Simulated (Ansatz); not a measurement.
Born–Oppenheimer molecular dynamics of CH₄BrClMg (8 atoms, charge 0, multiplicity 1). It starts at the highest image of a converged band, a first-order saddle point between two minima.

Method: RKS PBE0-D4/def2-SVP (Ansatz).

```json
{"ensemble": "NVE (velocity Verlet)", "time step": "0.5 fs", "steps asked": "200", "starting velocities drawn for": "300 K", "seed": "4807"}
```

Frames 0.5 fs apart, positions in Å, forces in eV/Å.

Velocities at 20.0 fs (Å/ps):

```
Mg 0.51 -0.12 -2.18
Br -0.13 0.14 1.82
Cl 0.00 -0.39 -1.45
H -6.24 11.54 17.79
C 0.35 0.39 -5.29
H -10.25 -1.26 -8.85
H -6.13 -9.48 0.48
H 16.72 0.27 12.60
```

```xyz
8
Properties=species:S:1:pos:R:3:forces:R:3 time_fs=20.0 energy_less_start_eV=0.128 T=138
Mg -0.419 -1.058 -0.527 -0.06 -0.20 -0.01
Br -0.687 -0.786 2.377 -0.12 -0.10 0.04
Cl -1.177 -2.960 -1.406 0.04 0.11 0.11
H -0.485 0.493 1.758 0.10 0.00 0.02
C 0.463 0.819 -0.484 0.90 1.90 -0.79
H 1.605 0.766 -0.446 -1.05 -0.17 -0.27
H 0.289 1.598 0.322 -0.24 -0.64 -0.43
H 0.217 1.414 -1.457 0.42 -0.90 1.32
8
Properties=species:S:1:pos:R:3:forces:R:3 time_fs=20.5 energy_less_start_eV=0.100 T=173
Mg -0.418 -1.059 -0.528 -0.06 -0.19 -0.01
Br -0.687 -0.786 2.378 -0.12 -0.07 0.02
Cl -1.177 -2.960 -1.407 0.04 0.11 0.12
H -0.488 0.499 1.767 0.09 -0.04 0.04
C 0.463 0.819 -0.487 0.81 1.75 -0.63
H 1.599 0.765 -0.451 -0.87 -0.18 -0.23
H 0.285 1.593 0.322 -0.23 -0.60 -0.40
H 0.226 1.413 -1.449 0.33 -0.78 1.10
8
Properties=species:S:1:pos:R:3:forces:R:3 time_fs=21.0 energy_less_start_eV=0.070 T=211
Mg -0.418 -1.059 -0.529 -0.06 -0.18 -0.01
Br -0.687 -0.786 2.378 -0.11 -0.03 0.00
Cl -1.177 -2.960 -1.407 0.04 0.10 0.12
H -0.491 0.504 1.776 0.09 -0.08 0.05
C 0.464 0.820 -0.489 0.68 1.52 -0.43
H 1.591 0.764 -0.456 -0.63 -0.20 -0.18
H 0.281 1.586 0.320 -0.23 -0.54 -0.34
H 0.236 1.410 -1.439 0.21 -0.60 0.78
8
Properties=species:S:1:pos:R:3:forces:R:3 time_fs=21.5 energy_less_start_eV=0.045 T=243
Mg -0.418 -1.059 -0.530 -0.05 -0.17 -0.02
Br -0.687 -0.786 2.380 -0.10 0.01 -0.02
Cl -1.177 -2.961 -1.408 0.03 0.10 0.12
H -0.493 0.510 1.785 0.08 -0.11 0.07
C 0.464 0.821 -0.492 0.52 1.21 -0.17
H 1.581 0.762 -0.462 -0.32 -0.22 -0.13
H 0.277 1.577 0.318 -0.22 -0.45 -0.24
H 0.246 1.406 -1.426 0.07 -0.36 0.38
8
Properties=species:S:1:pos:R:3:forces:R:3 time_fs=22.0 energy_less_start_eV=0.032 T=258
Mg -0.418 -1.059 -0.531 -0.05 -0.15 -0.02
Br -0.687 -0.786 2.380 -0.10 0.04 -0.03
Cl -1.177 -2.961 -1.409 0.03 0.10 0.12
H -0.496 0.515 1.794 0.07 -0.15 0.09
C 0.465 0.822 -0.495 0.33 0.82 0.14
H 1.570 0.760 -0.468 0.03 -0.24 -0.07
H 0.272 1.568 0.316 -0.23 -0.34 -0.12
H 0.256 1.401 -1.413 -0.08 -0.07 -0.10
8
Properties=species:S:1:pos:R:3:forces:R:3 time_fs=22.5 energy_less_start_eV=0.036 T=253
Mg -0.417 -1.059 -0.532 -0.05 -0.14 -0.03
Br -0.687 -0.786 2.381 -0.09 0.06 -0.04
Cl -1.177 -2.961 -1.410 0.03 0.09 0.12
H -0.498 0.520 1.804 0.07 -0.17 0.10
C 0.466 0.824 -0.498 0.12 0.37 0.48
H 1.559 0.757 -0.474 0.40 -0.27 -0.01
H 0.266 1.558 0.313 -0.23 -0.21 0.02
H 0.266 1.395 -1.400 -0.24 0.26 -0.63
8
Properties=species:S:1:pos:R:3:forces:R:3 time_fs=23.0 energy_less_start_eV=0.055 T=230
Mg -0.417 -1.059 -0.533 -0.05 -0.12 -0.04
Br -0.687 -0.786 2.382 -0.09 0.07 -0.05
Cl -1.177 -2.961 -1.410 0.03 0.09 0.12
H -0.500 0.524 1.814 0.06 -0.19 0.11
C 0.466 0.825 -0.501 -0.08 -0.08 0.80
H 1.550 0.753 -0.480 0.75 -0.29 0.05
H 0.260 1.548 0.310 -0.24 -0.07 0.16
H 0.276 1.391 -1.388 -0.40 0.59 -1.16
8
Properties=species:S:1:pos:R:3:forces:R:3 time_fs=23.5 energy_less_start_eV=0.082 T=196
Mg -0.417 -1.059 -0.534 -0.04 -0.10 -0.05
Br -0.687 -0.786 2.383 -0.09 0.08 -0.06
Cl -1.177 -2.961 -1.411 0.03 0.08 0.12
H -0.502 0.528 1.824 0.06 -0.19 0.11
C 0.467 0.827 -0.504 -0.25 -0.50 1.07
H 1.542 0.749 -0.486 1.06 -0.31 0.11
H 0.254 1.537 0.307 -0.24 0.06 0.31
H 0.284 1.387 -1.380 -0.53 0.88 -1.62
8
Properties=species:S:1:pos:R:3:forces:R:3 time_fs=24.0 energy_less_start_eV=0.105 T=167
Mg -0.417 -1.060 -0.535 -0.04 -0.09 -0.06
Br -0.688 -0.786 2.384 -0.09 0.08 -0.06
Cl -1.177 -2.961 -1.412 0.03 0.08 0.12
H -0.504 0.532 1.834 0.06 -0.19 0.12
C 0.468 0.828 -0.506 -0.37 -0.83 1.21
H 1.536 0.744 -0.492 1.27 -0.32 0.16
H 0.246 1.526 0.306 -0.24 0.19 0.43
H 0.292 1.386 -1.375 -0.62 1.08 -1.93
8
Properties=species:S:1:pos:R:3:forces:R:3 time_fs=24.5 energy_less_start_eV=0.115 T=155
Mg -0.417 -1.060 -0.536 -0.04 -0.07 -0.07
Br -0.688 -0.785 2.385 -0.09 0.06 -0.05
Cl -1.177 -2.962 -1.412 0.03 0.07 0.13
H -0.505 0.535 1.845 0.06 -0.18 0.11
C 0.469 0.829 -0.508 -0.44 -1.03 1.17
H 1.534 0.739 -0.497 1.36 -0.31 0.21
H 0.239 1.516 0.305 -0.23 0.29 0.53
H 0.297 1.388 -1.374 -0.65 1.16 -2.02
8
Properties=species:S:1:pos:R:3:forces:R:3 time_fs=25.0 energy_less_start_eV=0.106 T=166
Mg -0.416 -1.060 -0.537 -0.04 -0.06 -0.08
Br -0.688 -0.785 2.386 -0.09 0.04 -0.04
Cl -1.177 -2.962 -1.413 0.03 0.07 0.13
H -0.507 0.538 1.855 0.06 -0.15 0.11
C 0.469 0.830 -0.510 -0.43 -1.06 0.95
H 1.535 0.732 -0.502 1.32 -0.28 0.25
H 0.230 1.506 0.305 -0.20 0.36 0.58
H 0.302 1.392 -1.379 -0.64 1.09 -1.89
8
Properties=species:S:1:pos:R:3:forces:R:3 time_fs=25.5 energy_less_start_eV=0.081 T=197
Mg -0.416 -1.060 -0.539 -0.04 -0.05 -0.10
Br -0.688 -0.785 2.387 -0.09 0.00 -0.03
Cl -1.177 -2.962 -1.413 0.02 0.06 0.13
H -0.508 0.540 1.866 0.06 -0.12 0.10
C 0.469 0.831 -0.512 -0.35 -0.95 0.59
H 1.539 0.725 -0.506 1.14 -0.23 0.28
H 0.222 1.498 0.307 -0.17 0.39 0.59
H 0.305 1.399 -1.388 -0.57 0.89 -1.55
```

Of the whole run (100 fs, mean temperature of the second half 209 K): The conserved energy stayed within 0.3 meV per atom of its start (net change 0.096 meV per atom), so the integration is sound. A run of 0.1 ps of so small a system gives no equilibrium averages. The orbitals stay closed-shell, which can raise the energy where a bond breaks towards radicals; this wasn't checked here.

Time of the run: 4.7 min on 2 threads of Intel(R) Xeon(R) 6975P-C (Granite Rapids), with other jobs on the host, peak memory 0.27 GiB.
